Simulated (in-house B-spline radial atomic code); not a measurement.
The numbers below are computed, except where a source is named.
## Making a Troullier-Martins s channel for F, r_c = 1.08 bohr

F, [He] 2s2 2p5, non-relativistic PBE, spherical and spin-unpolarised, from an all-electron radial atomic-structure program (B-spline basis) (atomic units). The all-electron 2s level is ε = -1.095854 hartree, its outermost node lies just inside 0.25 bohr and its outer maximum at 0.77 bohr.

Inside r_c the pseudo-orbital is u(r) = r^1 exp(p(r)), with p = c0 + c2 r² + c4 r⁴ + … + c12 r¹². The seven coefficients follow from p and its first four derivatives at r_c, from zero curvature of the screened potential at the origin, c4 = −c2²/(2l + 5), and from the norm inside r_c. At r_c the all-electron orbital has P = 0.8857314, P' = -0.6971713, the screened potential V = -1.496699, V' = 3.218951, V'' = -9.328692, and the norm inside is Q = 0.6359111.

Task: What are p, p' and p'' at r_c?

Result: p = ln(P/r_c^1) = ln(0.8857314/1.08) = -0.19830. p' = P'/P − 1/r_c = -0.78711 − 0.92593 = -1.71304. The radial equation gives p'' = 2(V − ε) − 2(1) p'/r_c − p'² = -0.80169 − (-3.17230) − 2.93451 = -0.56390. Differentiating, p''' = 2V' + 2(1)p'/r_c² − 2(1)p''/r_c − 2p'p'' = 2.6129, and p'''' = 2V'' − 4(1)p'/r_c³ + 4(1)p''/r_c² − 2(1)p'''/r_c − 2p''² − 2p'p''' = -11.674.

For a trial c2 the five matching conditions are linear in c0, c6, c8, c10 and c12, and c2 is varied until the norm inside r_c equals Q. The root nearest zero gives:

```
 n           c_n
 0     0.5040687
 2   -0.07165021
 4  -0.001026751
 6      -2.11332
 8      2.778878
10      -1.43221
12     0.2719024
```

Task: Check c4 and p(r_c), and find the screened pseudopotential at the origin.

Result: −c2²/5 = -0.00102675, as listed. The terms c_n r_c^n are 0.50407, -0.08357, -0.00140, -3.35357, 5.14351, -3.09203, 0.68470, which sum to -0.19830. Inverting the radial equation, V_l(r) = ε + 1 p'/r + (p'' + p'²)/2, so V_l(0) = ε + (2l + 3) c2 = -1.095854 + 3 × (-0.0716502) = -1.3108 hartree, finite where the all-electron potential diverges.

Orbitals and screened potentials:

```json
{"r (bohr)": "0.108", "P": "-0.441", "u": "0.1786", "V all-electron": "-65.76", "V pseudo": "-1.317"}
{"r (bohr)": "0.27", "P": "0.1062", "u": "0.4443", "V all-electron": "-19.34", "V pseudo": "-1.509"}
{"r (bohr)": "0.432", "P": "0.6564", "u": "0.6981", "V all-electron": "-9.216", "V pseudo": "-2.279"}
{"r (bohr)": "0.594", "P": "0.9447", "u": "0.9055", "V all-electron": "-5.314", "V pseudo": "-3.39"}
{"r (bohr)": "0.756", "P": "1.025", "u": "1.007", "V all-electron": "-3.299", "V pseudo": "-3.634"}
{"r (bohr)": "0.918", "P": "0.9841", "u": "0.983", "V all-electron": "-2.168", "V pseudo": "-2.485"}
{"r (bohr)": "1.08", "P": "0.8857", "u": "0.8857", "V all-electron": "-1.497", "V pseudo": "-1.497"}
```

Logarithmic derivatives P'/P at R = 1.38 bohr, for energies E around ε:

| E − ε (hartree) | all-electron | pseudo |
| --- | --- | --- |
| -0.5 | 0.196344 | 0.193404 |
| -0.25 | -0.327077 | -0.328238 |
| -0.1 | -0.740056 | -0.740311 |
| 0 | -1.0777 | -1.0777 |
| 0.1 | -1.4852 | -1.48562 |
| 0.25 | -2.29103 | -2.29502 |
| 0.5 | -4.70623 | -4.74766 |

Task: With P(R) = 0.6658063 and a norm of 0.8178393 inside R, what slope in energy does norm conservation fix?

Result: d(P'/P)/dE = −2 × (norm inside R)/P(R)² = -3.6898 per hartree·bohr at E = ε, for both atoms, since orbital and norm agree at R. Differences over ±0.1 hartree give -3.7257 (all-electron) and -3.7265 (pseudo), which also hold third-order terms. Half a hartree below ε the two curves differ by -0.0029.
